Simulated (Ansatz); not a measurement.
This geometry of C₄H₈OSi (14 atoms, charge 0, multiplicity 1) is a first-order saddle point.

Computed with RHF/def2-SVP in Ansatz.

```xyz
14
Properties=species:S:1:pos:R:3
C -2.500 0.643 -0.295
C -1.263 0.430 0.468
C -0.088 0.160 0.806
C 1.327 -0.231 0.819
Si 2.011 -0.718 -0.898
O -0.985 0.597 1.884
H -2.344 0.417 -1.349
H -3.290 0.002 0.098
H -2.822 1.680 -0.192
H 1.449 -1.064 1.518
H 1.911 0.597 1.231
H 3.134 0.174 -1.267
H 2.498 -2.116 -0.871
H 0.948 -0.600 -1.922
```

(1) Which two structures does it join? (They come from a converged band through this point; their orientation in space is the band's.)

(2) How far does it lie above each of them?

## Answers

(1) No bond is made or broken. The dihedral C3–C4–Si5–H14 goes from -60 to 61°. The two ends are copies of one structure, up to a mirror image or an exchange of like atoms.

Initial state:

```xyz
14
Properties=species:S:1:pos:R:3
C -2.098 1.499 -0.375
C -1.123 0.752 0.429
C -0.157 0.048 0.802
C 1.044 -0.794 0.855
Si 1.800 -1.205 -0.839
O -1.029 0.567 1.866
H -1.857 1.433 -1.435
H -3.098 1.097 -0.207
H -2.099 2.547 -0.071
H 0.795 -1.727 1.372
H 1.796 -0.295 1.474
H 2.205 0.038 -1.536
H 2.991 -2.059 -0.628
H 0.817 -1.930 -1.678
```

Final state:

```xyz
14
Properties=species:S:1:pos:R:3
C -2.556 0.427 -0.283
C -1.294 0.346 0.466
C -0.095 0.189 0.791
C 1.347 -0.082 0.793
Si 2.059 -0.594 -0.892
O -1.013 0.584 1.870
H -2.396 0.194 -1.335
H -3.278 -0.274 0.136
H -2.970 1.432 -0.196
H 1.553 -0.870 1.524
H 1.871 0.809 1.151
H 3.511 -0.840 -0.735
H 1.401 -1.831 -1.373
H 1.849 0.482 -1.888
```

(2) 0.063 eV above the first and 0.063 eV above the second. This is the barrier of this one path; another mechanism may lie lower.

Run time: 3.6 min on 2 threads of Intel(R) Xeon(R) Platinum 8375C CPU @ 2.90GHz (Ice Lake), on a shared host, peak memory 0.31 GiB.
